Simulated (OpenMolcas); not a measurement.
Computed levels of 3d8 in ions with 26 electrons, in cm-1 above 3F4.

| Quantity | Value |
| --- | --- |
| Program | OpenMolcas |
| Method | SS-CASPT2, IPEA 0.25 Eh, imaginary shift 0.1 Eh |
| Basis | ANO-RCC-VTZP |
| Scalar Hamiltonian | DKH2, point nucleus |
| Spin-orbit coupling | RASSI with atomic mean-field integrals over the reference wave functions, term energies averaged over their components |

Active space for each ion: 8 electrons in 5 orbitals (3d); closed shells correlated by CASPT2: 3s 3p.

```tsv
Level	Co+	Cu3+
3F3	966	1823
3F2	1622	3020
1D2	10820	15860
3P2	13940	20060
3P1	14250	20510
3P0	14450	20850
1G4	19000	27220
1S0	43610	62130
```

Question: Estimate 3F2, 1D2, 3P2 for Ni2+ from its neighbours Co+ and Cu3+.

Answer: 3F2 is fine structure, which grows about as the fourth power of a screened charge, so the fourth roots are averaged: ((1622^0.25 + 3020^0.25) / 2)^4 = 2240. The calculation gives 2250, so the estimate is off by -0.4 %; the measured value is 2270 (Corliss and Sugar, J. Phys. Chem. Ref. Data 10, 197 (1981)).
1D2 is another term, which grows about linearly with the charge: (10820 + 15860) / 2 = 13340. The calculation gives 13540, so the estimate is off by -1.5 %; the measured value is 14032 (Corliss and Sugar, J. Phys. Chem. Ref. Data 10, 197 (1981)).
3P2 is another term, which grows about linearly with the charge: (13940 + 20060) / 2 = 17000. The calculation gives 17170, so the estimate is off by -1.0 %; the measured value is 16662 (Corliss and Sugar, J. Phys. Chem. Ref. Data 10, 197 (1981)).

Term energies are means over components that CASPT2 splits; among the terms shown or strongly mixed into the levels shown the widest spread is 990 cm-1 (3d8 1G, Co+). Some levels mix across a computed gap that differs much from the measured one, so their mixing is not that of the real levels (holds for Ni2+). Measured partners are found by configuration, term and J. A level has none where our copy of the source lacks it or the pairing is in doubt (some pairs that miss far off the trend of their configuration count as doubtful), and it then counts in no deviation. Only configurations of the active space appear.
